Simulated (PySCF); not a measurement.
## Frontier orbitals and the lowest excitations

C6H7NO.
Structure used (PBE0-D3(BJ)/def2-SVP), in Å, numbered top down from 1:
```xyz
15
C6H7NO angstrom
C      1.9036   -0.9721    1.4719
C      1.0951   -0.4429    0.7382
C      0.1138    0.1653   -0.1197
C     -1.3117   -0.3479   -0.0661
N     -1.5313   -1.3548    0.8057
O     -2.1751    0.1331   -0.7737
C      0.2348    1.6499   -0.4335
C      0.5486    0.6647   -1.4906
H      2.6320   -1.4326    2.1134
H     -2.4681   -1.7256    0.8848
H     -0.7871   -1.7201    1.3840
H      1.0530    2.1818    0.0565
H     -0.7196    2.1767   -0.5038
H      1.5919    0.4886   -1.7604
H     -0.1927    0.5206   -2.2800
```

Method: TDDFT wB97X-D/def2-SVPD, vertical, gas phase, core orbitals frozen in the response in PySCF.

Frontier orbitals with the atoms that hold most of them (Löwdin shares over 4%, at most four atoms; ? is withheld):

```csv
orbital,ε (eV),atoms
HOMO-3,-10.57,"C2 25%, C1 23%, O6 23%, C8 6%"
HOMO-2,-9.95,"N5 47%, O6 30%, C4 10%"
HOMO-1,-9.39,"C1 31%, C2 24%, C3 14%, C8 8%"
HOMO,-9.36,"O6 50%, C1 12%, C2 10%, C4 9%"
LUMO,2.12,?
LUMO+1,2.16,"C4 22%, O6 13%, N5 12%, C7 10%"
LUMO+2,2.40,"C1 39%, C2 26%, H9 11%, C3 5%"
```

Q: Give the leading atoms of the LUMO.

A: C1 (bonded to C and H) 28%; C2 (bonded to 2 C) 16%; H11 (bonded to N) 10%; C4 (bonded to C, N and O) 8%. By element: carbon 52% or more, hydrogen 10% or more.

Q: How does S1 compare with the orbital gap of 11.48 eV?

A: S1 is at 5.92 eV (f = 0.0001), 5.56 eV below the gap, made of HOMO→LUMO+1 (65%), HOMO→LUMO+3 (21%). Its leading pair isn't HOMO and LUMO; the energies of that pair differ by 11.52 eV. 

Next come S2 at 6.13 eV (f 0.0009), HOMO-1→LUMO+2 (54%), HOMO-1→LUMO (32%); S3 at 6.61 eV (f 0.013), HOMO-1→LUMO+3 (29%), HOMO-1→LUMO+1 (17%), HOMO→LUMO+2 (15%); S4 at 6.86 eV (f 0.0013), HOMO→LUMO+3 (40%), HOMO-3→LUMO+3 (19%), HOMO→LUMO+1 (15%); S5 at 7.42 eV (f 0.034), HOMO-1→LUMO+1 (66%), HOMO-1→LUMO+3 (16%).

One conformer stands for the species.
